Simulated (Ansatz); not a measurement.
Ansatz (a first-principles code) input file for C₂H₈OSi₂, SMILES C=CO[SiH2][SiH3], PBE-D3(BJ)/def2-SVP. 

Ansatz 0.2 input:
```yaml
crystal:
  periodic: [false, false, false]
  atoms:
    - {symbol: C, position_ang: [1.61970764, -1.50961785, 0.36922914]}
    - {symbol: C, position_ang: [1.90963695, -0.40319788, -0.32264825]}
    - {symbol: O, position_ang: [1.25282311, 0.77031746, -0.27848506]}
    - {symbol: Si, position_ang: [-0.24195930, 1.04231385, 0.46427120]}
    - {symbol: Si, position_ang: [-1.87044522, -0.43561202, -0.37451081]}
    - {symbol: H, position_ang: [0.79605583, -1.55994355, 1.08736344]}
    - {symbol: H, position_ang: [2.22948770, -2.40378399, 0.23580359]}
    - {symbol: H, position_ang: [2.75614529, -0.36906528, -1.01772207]}
    - {symbol: H, position_ang: [-0.56948106, 2.45334029, 0.12152842]}
    - {symbol: H, position_ang: [-0.11796770, 0.91184242, 1.95000735]}
    - {symbol: H, position_ang: [-3.21502796, 0.19515982, -0.18731471]}
    - {symbol: H, position_ang: [-1.64023339, -0.65752098, -1.83422241]}
    - {symbol: H, position_ang: [-1.86396797, -1.74949966, 0.33630618]}
basis:
  gaussian:
    orbitals: def2-SVP
hamiltonian:
  xc: pbe
  dispersion: d3bj
relax: {f_tol: 0.002, max_steps: 200}
```

It prints:

```
WARN ansatz: RAYON_NUM_THREADS=1 ignored (pool sized by the plan → 1); use --threads N
Functional definition: PBE
integrals: 0.06 GiB planned
1315 factors; their error is unknown
mean field: 0.35 GiB planned
mean field evaluation 1: about -19977.4648 eV, gradient 5.5e1 eV
mean field evaluation 2: about -19962.5582 eV, gradient 9.6e1 eV
mean field evaluation 4: about -19984.4760 eV, gradient 1.3e1 eV
mean field evaluation 8: about -19984.8850 eV, gradient 2.5e-1 eV
mean field evaluation 16: about -19984.7903 eV, gradient 1.2e-3 eV
mean field -19984.79025508 eV, -734.4274956970 hartree, gradient 7.7e-5 eV, S^2 0.000000; 0 other end points of the search recorded, 0 dependent functions left out
the calculation of the forces begins
reference -19984.79029499 eV, -734.4274971635 hartree; 28, 28 occupied and 90, 90 virtual orbitals, 1315 factors
relax step   1: F+E_penalty+E_count = -19985.09856466 eV  Δ(F+E_penalty+E_count) = +0.000e0 eV  max|allowed force component| = 4.634e-1 eV/Å  Δτ_max = 0.0000 Å  (29 SCF iters, accepted)
these checks for a lower state are left out or cut short: starts, cluster_reference, orbital_swaps, neighbouring_geometries, increment
integrals: 0.06 GiB planned
1315 factors; their error is unknown
mean field: 0.35 GiB planned
mean field -19984.81064634 eV, -734.4282450617 hartree, gradient 1.0e-5 eV, S^2 0.000000; 0 other end points of the search recorded, 0 dependent functions left out
the calculation of the forces begins
reference -19984.81068646 eV, -734.4282465363 hartree; 28, 28 occupied and 90, 90 virtual orbitals, 1315 factors
relax step   2: F+E_penalty+E_count = -19985.11687420 eV  Δ(F+E_penalty+E_count) = -1.831e-2 eV  max|allowed force component| = 2.286e-1 eV/Å  Δτ_max = 0.0227 Å  (32 SCF iters, accepted)
these checks for a lower state are left out or cut short: starts, cluster_reference, orbital_swaps, neighbouring_geometries, increment
integrals: 0.06 GiB planned
1315 factors; their error is unknown
mean field: 0.35 GiB planned
mean field evaluation 32: about -19984.8135 eV, gradient 1.0e-5 eV
mean field -19984.81350248 eV, -734.4283500230 hartree, gradient 1.0e-5 eV, S^2 0.000000; 0 other end points of the search recorded, 0 dependent functions left out
the calculation of the forces begins
reference -19984.81354264 eV, -734.4283514989 hartree; 28, 28 occupied and 90, 90 virtual orbitals, 1315 factors
relax step   3: F+E_penalty+E_count = -19985.11938667 eV  Δ(F+E_penalty+E_count) = -2.512e-3 eV  max|allowed force component| = 8.602e-2 eV/Å  Δτ_max = 0.0111 Å  (32 SCF iters, accepted)
these checks for a lower state are left out or cut short: starts, cluster_reference, orbital_swaps, neighbouring_geometries, increment
integrals: 0.06 GiB planned
1315 factors; their error is unknown
mean field: 0.35 GiB planned
mean field -19984.81326974 eV, -734.4283414698 hartree, gradient 1.1e-5 eV, S^2 0.000000; 0 other end points of the search recorded, 0 dependent functions left out
the calculation of the forces begins
reference -19984.81330987 eV, -734.4283429449 hartree; 28, 28 occupied and 90, 90 virtual orbitals, 1315 factors
relax step   4: F+E_penalty+E_count = -19985.11966088 eV  Δ(F+E_penalty+E_count) = -2.742e-4 eV  max|allowed force component| = 7.873e-2 eV/Å  Δτ_max = 0.0187 Å  (32 SCF iters, accepted)
these checks for a lower state are left out or cut short: starts, cluster_reference, orbital_swaps, neighbouring_geometries, increment
integrals: 0.06 GiB planned
1315 factors; their error is unknown
mean field: 0.35 GiB planned
mean field -19984.81383993 eV, -734.4283624240 hartree, gradient 1.0e-5 eV, S^2 0.000000; 0 other end points of the search recorded, 0 dependent functions left out
the calculation of the forces begins
reference -19984.81388008 eV, -734.4283638996 hartree; 28, 28 occupied and 90, 90 virtual orbitals, 1315 factors
relax step   5: F+E_penalty+E_count = -19985.11995123 eV  Δ(F+E_penalty+E_count) = -2.904e-4 eV  max|allowed force component| = 9.331e-3 eV/Å  Δτ_max = 0.0081 Å  (32 SCF iters, accepted)
these checks for a lower state are left out or cut short: starts, cluster_reference, orbital_swaps, neighbouring_geometries, increment
integrals: 0.06 GiB planned
1315 factors; their error is unknown
mean field: 0.35 GiB planned
mean field -19984.81381291 eV, -734.4283614312 hartree, gradient 1.4e-5 eV, S^2 0.000000; 0 other end points of the search recorded, 0 dependent functions left out
the calculation of the forces begins
reference -19984.81385306 eV, -734.4283629064 hartree; 28, 28 occupied and 90, 90 virtual orbitals, 1315 factors
relax step   6: F+E_penalty+E_count = -19985.12001748 eV  Δ(F+E_penalty+E_count) = -6.625e-5 eV  max|allowed force component| = 5.971e-3 eV/Å  Δτ_max = 0.0046 Å  (24 SCF iters, accepted)
these checks for a lower state are left out or cut short: starts, cluster_reference, orbital_swaps, neighbouring_geometries, increment
integrals: 0.06 GiB planned
1315 factors; their error is unknown
mean field: 0.35 GiB planned
mean field -19984.81385488 eV, -734.4283629734 hartree, gradient 1.1e-5 eV, S^2 0.000000; 0 other end points of the search recorded, 0 dependent functions left out
the calculation of the forces begins
reference -19984.81389502 eV, -734.4283644485 hartree; 28, 28 occupied and 90, 90 virtual orbitals, 1315 factors
relax step   7: F+E_penalty+E_count = -19985.12002874 eV  Δ(F+E_penalty+E_count) = -1.126e-5 eV  max|allowed force component| = 1.264e-3 eV/Å  Δτ_max = 0.0047 Å  (24 SCF iters, accepted)
these checks for a lower state are left out or cut short: starts, cluster_reference, orbital_swaps, neighbouring_geometries, increment
integrals: 0.06 GiB planned
1315 factors; their error is unknown
mean field: 0.35 GiB planned
mean field evaluation 64: about -19984.8139 eV, gradient 2.3e-5 eV
mean field -19984.81390852 eV, -734.4283649448 hartree, gradient 2.3e-5 eV, S^2 0.000000; 0 other end points of the search recorded, 0 dependent functions left out
the calculation of the forces begins
reference -19984.81394866 eV, -734.4283664200 hartree; 28, 28 occupied and 90, 90 virtual orbitals, 1315 factors
relax step   8: F+E_penalty+E_count = -19985.12003167 eV  Δ(F+E_penalty+E_count) = -2.924e-6 eV  max|allowed force component| = 1.660e-3 eV/Å  Δτ_max = 0.0038 Å  (23 SCF iters, accepted)
integrals: 0.06 GiB planned
1315 factors; their error is unknown
mean field: 0.35 GiB planned
mean field -19984.81390852 eV, -734.4283649448 hartree, gradient 2.4e-5 eV, S^2 0.000000; 1 other end points of the search recorded, 0 dependent functions left out
the calculation of the forces begins
reference -19984.81394866 eV, -734.4283664200 hartree; 28, 28 occupied and 90, 90 virtual orbitals, 1315 factors
Total energy: -19985.12007181 eV, -734.4396162380 hartree
Atom 0 at     1.625886    -1.517867     0.366863 Å, force    -0.000397     0.001365    -0.000115 eV/Å
Atom 1 at     1.929812    -0.399929    -0.322406 Å, force     0.000244    -0.000885     0.001491 eV/Å
Atom 2 at     1.264834     0.784100    -0.297492 Å, force    -0.001660     0.000711    -0.000006 eV/Å
Atom 3 at    -0.245172     1.043559     0.462337 Å, force     0.000066     0.000422     0.000722 eV/Å
Atom 4 at    -1.886338    -0.437306    -0.370551 Å, force     0.000897     0.000218     0.000259 eV/Å
Atom 5 at     0.777889    -1.574628     1.067944 Å, force     0.000793    -0.000274    -0.000830 eV/Å
Atom 6 at     2.248051    -2.415080     0.246426 Å, force    -0.000045    -0.000074    -0.000170 eV/Å
Atom 7 at     2.799491    -0.357923    -1.001971 Å, force     0.000452    -0.000707    -0.000289 eV/Å
Atom 8 at    -0.573517     2.464866     0.115835 Å, force     0.000534    -0.000831    -0.000097 eV/Å
Atom 9 at    -0.111547     0.915321     1.959041 Å, force    -0.000510     0.000008    -0.001023 eV/Å
Atom 10 at    -3.237619     0.202103    -0.177900 Å, force    -0.000013     0.000122     0.000229 eV/Å
Atom 11 at    -1.662970    -0.661202    -1.841322 Å, force    -0.000283    -0.000058    -0.000112 eV/Å
Atom 12 at    -1.884026    -1.761282     0.342803 Å, force    -0.000078    -0.000017    -0.000061 eV/Å
Dipole moment:    -0.070356    -0.054925     0.039270 e Å
```

The run converged.

Cost: about 60 core-seconds (a rough figure).
